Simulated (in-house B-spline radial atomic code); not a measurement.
Bi⁴⁺. Computed with a B-spline radial atomic code. Model: all-electron spherical atom, spin shells full or empty, radial basis limit, no spin-orbit coupling, Breit or QED, empty-state partial waves extrapolated as (l+1/2)^-4, RPA, G0W0 and static COHSEX of the highest shell as one setting changes (uncorrelated shells keep exact exchange).

In a row where one electron alone is correlated, RPA and GW hold only self-correlation.

Without the two-electron picture change, core correlation of heavy ions comes too large.

Given: element Bi; charge 4; filled core Xe; hamiltonian one-electron scalar X2C; mean-field start Hartree-Fock; highest l of empty states 9; nuclear rms radius 5.5211 fm; highest mean-field shell 6s up.

Shell: 4f 7 7, 5d 5 5, 6s 1 0 (electrons up and down).

```tsv
lowest nl shells left uncorrelated	RPA correlation energy (hartree)	G0W0 level (eV)	G0W0 minus most complete (meV)	COHSEX level (eV)
0	-6.7664	-56.429	0	-57.873
1	-6.5177	-56.429	0.1	-57.873
2	-6.3035	-56.43	-1	-57.876
3	-5.6856	-56.429	0.3	-57.873
4	-5.4885	-56.434	-4.6	-57.884
5	-4.8792	-56.432	-2.8	-57.882
6	-3.8694	-56.42	9.4	-57.861
7	-3.687	-56.445	-15.9	-57.916
8	?	?	?	?
9	-2.2259	-56.41	19.1	-57.867
10	?	?	?	?
11	-0.84113	-56.29	139.3	-57.701
12	-0.49268	-56.217	211.8	-57.589
13	-0.010941	-54.99	1439.1	-55.576
```

Task: What follows for lowest nl shells left uncorrelated = 8?

Result: RPA correlation energy -3.1412 hartree; G0W0 level -56.446 eV; G0W0 minus most complete -16.6 meV; COHSEX level -57.922 eV.

Task: What follows for lowest nl shells left uncorrelated = 10?

Result: RPA correlation energy -2.044 hartree; G0W0 level -56.467 eV; G0W0 minus most complete -37.6 meV; COHSEX level -57.968 eV.
